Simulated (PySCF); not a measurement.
A structure optimised at PBE-D3(BJ)/def2-SVP, used in a PySCF frequency run:

```xyz
11

C      0.0000     0.0000    -2.9150
C      0.0000     0.0000    -1.5986
C      0.0000     0.0000    -0.2740
O      0.0000    -1.1330     0.5298
C      0.0000    -0.6726     1.8340
C      0.0000     0.6726     1.8340
O      0.0000     1.1330     0.5298
H      0.9376     0.0000    -3.5075
H     -0.9376     0.0000    -3.5075
H      0.0000    -1.4241     2.6277
H      0.0000     1.4241     2.6277
```
Charge 0, spin multiplicity 1.

Problem. Write its SMILES, formula and point group.

Solution. C=C=C1OC=CO1, C5H4O2, C2v

Problem. What are its rotational constants (standard atomic weights)?

Solution. 8.7432, 1.9151, 1.5885 GHz
